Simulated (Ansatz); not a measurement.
Geometry optimisation, UKS B3LYP/def2-SVP in Ansatz.

Input:

```yaml
crystal:
  periodic: [false, false, false]
  atoms:
    - { symbol: Ga, position_ang: [1.0e-06, 4.0e-06, -0.326051] }
    - { symbol: H, position_ang: [-3.2e-05, -6.2e-05, 2.449954] }
    - { symbol: H, position_ang: [1.39354, 3.0e-06, -1.132398] }
    - { symbol: H, position_ang: [-1.393536, 3.0e-06, -1.132399] }
    - { symbol: H, position_ang: [2.7e-05, 5.0e-05, 3.170893] }
magnetization:
  spin_polarized: true
  initial_magnetization: 1
basis:
  gaussian: { orbitals: def2-SVP }
hamiltonian:
  xc: b3lyp
relax:
  f_tol: 0.03
  max_steps: 50
```

Launched with:

```bash
$ ansatz run input.yaml --threads 1 --pin off --max-ram 2048MiB --backend cpu --events-out ev --progress --plain --runs-dir out
```

Task: Where does it end, and by what steps?

Result: It converged. The force dipped under the threshold on the way, but the program's further checks kept it going. After 6 steps the energy has fallen by 0.092 eV; H5 moved furthest, 0.69 Å.

```json
{"step": "0", "energy less start (eV)": "0.0000", "largest force component (eV/Å)": "1.830", "accepted": "yes"}
{"step": "1", "energy less start (eV)": "-0.0703", "largest force component (eV/Å)": "0.097", "accepted": "yes"}
{"step": "2", "energy less start (eV)": "-0.0849", "largest force component (eV/Å)": "0.113", "accepted": "yes"}
{"step": "3", "energy less start (eV)": "-0.0895", "largest force component (eV/Å)": "0.054", "accepted": "yes"}
{"step": "4", "energy less start (eV)": "-0.0917", "largest force component (eV/Å)": "0.012", "accepted": "yes"}
{"step": "5", "energy less start (eV)": "-0.0922", "largest force component (eV/Å)": "0.005", "accepted": "yes"}
{"step": "6", "energy less start (eV)": "-0.0924", "largest force component (eV/Å)": "0.002", "accepted": "yes"}
```

```xyz
5
Properties=species:S:1:pos:R:3
Ga 0.000 0.000 -0.776
H 0.000 0.000 3.104
H 1.388 0.000 -1.582
H -1.388 0.000 -1.582
H 0.000 0.000 3.865
```

Whether the end is a true minimum wasn't checked by a vibrational analysis.

Time of the run: 13 s on 1 thread of Arm Neoverse V1, on a shared host, peak memory 0.12 GiB.
